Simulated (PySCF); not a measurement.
ClHMoOS2, SMILES [O]=[Mo](=[S])([SH])[Cl], multiplicity 1.

Geometry optimised at B3LYP-D3(BJ)/def2-SVP. The multiplicity is an assumed one; no other spin state was optimised. The structure was generated by enumeration; whether it is a known compound was not checked. The def2 effective core potentials stand for the cores of Mo; spin–orbit coupling is left out. Other conformers were not sampled.

These are TDA-PBE/def2-SVPD run with PySCF 2.14.0 values and carry that method's errors.

Vertical excitations. 

Computed UV-visible absorptions:
| state | energy (eV) | λ (nm) | f | main pairs |
|---|---|---|---|---|
| S1 | 2.79 | 444 | 0.003 | HOMO→LUMO 77 %, HOMO−1→LUMO 12 % |
| S2 | 2.85 | 435 | 0.000 | HOMO→LUMO+1 93 % |
| S3 | 3.26 | 381 | 0.033 | HOMO−1→LUMO 67 %, HOMO−2→LUMO 13 % |
| S4 | 3.28 | 378 | 0.012 | HOMO−1→LUMO+1 67 %, HOMO−2→LUMO+1 13 % |
| S5 | 3.75 | 330 | 0.001 | HOMO→LUMO+2 96 % |
| S6 | 3.84 | 323 | 0.011 | HOMO−2→LUMO 61 %, HOMO−1→LUMO+2 22 % |
| S7 | 3.95 | 314 | 0.001 | HOMO−2→LUMO+1 50 %, HOMO−1→LUMO+2 22 %, HOMO−3→LUMO 8 % |
| S8 | 4.07 | 305 | 0.009 | HOMO−3→LUMO 36 %, HOMO−1→LUMO+2 28 %, HOMO−4→LUMO 20 %, HOMO−2→LUMO+1 6 % |
| S9 | 4.19 | 296 | 0.002 | HOMO−3→LUMO+1 93 % |
| S10 | 4.31 | 288 | 0.015 | HOMO−4→LUMO 40 %, HOMO−4→LUMO+1 23 %, HOMO−1→LUMO+2 10 %, HOMO→LUMO+3 9 % |
| T1 | 2.38 | 520 | 0 | HOMO→LUMO 90 % |
| T2 | 2.50 | 495 | 0 | HOMO→LUMO+1 65 %, HOMO−1→LUMO 24 % |
| T3 | 2.61 | 476 | 0 | HOMO−1→LUMO 65 %, HOMO→LUMO+1 16 %, HOMO−1→LUMO+1 12 % |
| T4 | 2.65 | 468 | 0 | HOMO−1→LUMO+1 69 %, HOMO→LUMO+1 17 % |
Triplets are in the Tamm–Dancoff approximation.
